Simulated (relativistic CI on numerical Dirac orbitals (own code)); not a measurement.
## Tb2+: q coefficients and field-shift factors

Method of calculation: Dirac-Coulomb-Breit CI, separate exchange-only KLI orbitals for each configuration, valence Slater integrals scaled by 0.85, P86 correlation energy added to each configuration, derivatives by finite differences, QED left out (own radial code, finite nucleus).

Configuration list (outside the closed core [Xe]): 4f⁹. The list is cut by size and lacks configurations that can hold low levels.

With x = (α/α₀)² − 1 an excitation energy changes as ω = ω₀ + qx; K = 2q/ω₀ is the relative enhancement. Terms are leading LS components, so labels can repeat. The field-shift factor is F = δν/δ⟨r²⟩ for the transition from the lowest level.

Lowest level 4f⁹ ⁶H°15/2.

```tsv
Level	ω₀ (cm⁻¹)	q (cm⁻¹)	K	F (GHz/fm²)
4f⁹ ⁶H°13/2	2823.1	2883	2.04	0.144
4f⁹ ⁶H°11/2	4777.3	4255	1.78	0.232
4f⁹ ⁶H°9/2	6288.6	5362	1.71	0.302
4f⁹ ⁶H°7/2	7458.4	6251	1.68	0.356
4f⁹ ⁶F°11/2	7548.6	1714	0.454	0.245
4f⁹ ⁶H°5/2	8328.1	6892	1.66	0.397
4f⁹ ⁶F°9/2	8555.1	1577	0.369	0.279
4f⁹ ⁶F°7/2	10128.2	3458	0.683	0.365
4f⁹ ⁶F°5/2	11296.6	4574	0.81	0.423
4f⁹ ⁶F°3/2	11966.8	4767	0.797	0.447
4f⁹ ⁶F°1/2	12415.3	5203	0.838	0.469
4f⁹ ⁴F°9/2	17997.6	108.5	0.0121	0.536
4f⁹ ⁴I°15/2	18192.3	-2185	-0.24	0.492
```

Correlation outside the listed configurations is missing or only estimated: errors of thousands of cm⁻¹ between configurations and terms are usual at this charge. Rates and lifetimes follow the computed energies and can be off by large factors. The fine structure of a lone outer electron comes out too small, for d and f at times inverted, and misplaced configurations move strength between like terms.
